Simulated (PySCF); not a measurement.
Several compounds and their computed core spectra got separated.

Computed with delta-SCF UKS SCAN, pcX-2 on the ionised atom, pcseg-1 elsewhere, spin-free X2C in PySCF 2.14.0. Geometries: PBE0-D3(BJ)/def2-SVP; isolated species, one conformer each.

Line lists (1s up to Mg, 2p3/2 beyond; areas count atoms within a level, one atom standing for each set equivalent by bonding):
1. C 1s: 284.40 (area 1), 284.56 (area 1), 284.79 (area 1), 285.52 (area 1), 286.53 (area 1), 287.06 (area 1) eV; O 1s: 530.31 (area 1), 534.96 (area 1) eV
2. C 1s: 291.08 eV; P 2p3/2: 137.25 eV
3. C 1s: 284.93 (area 1), 285.68 (area 1) eV; O 1s: 528.55 eV

Structures:
A. `C#P` (CHP)
B. `CC[O-]` ([C2H5O]-)
C. `[O-]C1=CC(O)=CC=C1` ([C6H5O2]-)

Task: Match each list to its structure.

Result: 
- 1 = C: no other candidate has these counts of sites. C 1s: 284.40 aromatic CH carbon, 284.56 aromatic CH carbon, 284.79 aromatic CH carbon, 285.52 aromatic CH carbon, 286.53 aromatic carbon bearing oxygen, 287.06 aromatic carbon bearing oxygen; O 1s: 530.31 aryloxide oxygen, 534.96 phenol-type oxygen.
- 2 = A: no other candidate has this set of levels. C 1s: 291.08 triply bonded carbon; P 2p3/2: 137.25 phosphorus bonded to C.
- 3 = B: no other candidate has these counts of sites. C 1s: 284.93 methyl carbon, 285.68 sp3 carbon bound to oxygen; O 1s: 528.55 alkoxide oxygen.

2p3/2 and 2p1/2 are the ΔSCF energy of one spin-free 2p hole plus the eigenvalues of a spin–orbit and ligand-field matrix of the shell. 2 of these hole states are spin-contaminated (⟨S²⟩ up to 0.98, against 0.75; counted from 0.85) and less certain.
